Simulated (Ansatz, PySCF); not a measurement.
Gas-phase reaction in SMILES: CCCCF + 4 [H][H] (H2) -> 4 C (CH4) + F (HF)
Geometries: B3LYP-D3(BJ)/def2-TZVP minima from Ansatz (a quantum-chemistry and plane-wave program), one conformer each, not searched for the lowest. Frequencies are from Ansatz or PySCF.
Geometry of the first species:
```
C
H 1 1.0944
H 1 1.0961 2 106.55
C 1 1.5115 2 108.74 3 -115.71
H 4 1.0921 1 111.64 2 59.42
H 4 1.0935 5 109.17 1 -123.81
F 4 1.4014 5 107.03 6 -115.40
C 1 1.5271 2 110.04 3 119.12
H 8 1.0923 1 108.99 2 65.26
H 8 1.0951 9 106.38 1 -117.47
C 8 1.5255 9 109.83 10 -118.63
H 11 1.0912 8 111.36 9 58.40
H 11 1.0926 12 107.71 8 121.97
H 11 1.0929 12 107.75 13 115.79
```
Charge 0, spin multiplicity 1.

Wanted: energy of full hydrogenation (enthalpy at 298 K, with B3LYP-D3(BJ) rigid-rotor harmonic-oscillator terms), in kJ/mol. Valence correlation only, unless marked. Spin-orbit coupling is left out. No relativistic terms. Basis-set limits of correlation are two-point, X^-3; Hartree-Fock from the larger set.

```
level                                program  energy of full hydrogenation (kJ/mol)
----------------------------  --------------  -------------------------------------
BLYP-D4/def2-TZVPD            Ansatz + dftd4                                 -241.3
B3LYP-D3(BJ)/def2-TZVPD       Ansatz + dftd3                                 -253.7
PBE0/def2-TZVP                        Ansatz                                 -260.5
CAM-B3LYP-D4/def2-TZVPD       Ansatz + dftd4                             (withheld)
LC-wPBE-D3(BJ)/def2-TZVPD     Ansatz + dftd3                                 -252.7
LC-wPBE-D4/def2-TZVPD         Ansatz + dftd4                                 -250.2
CCSD(T)/CBS(cc-pVTZ,cc-pVQZ)          Ansatz                             (withheld)
```

Question: What belongs in the gaps?

Answer: 
- CAM-B3LYP-D4/def2-TZVPD, energy of full hydrogenation (kJ/mol): -256.5
- CCSD(T)/CBS(cc-pVTZ,cc-pVQZ), energy of full hydrogenation (kJ/mol): -256.3
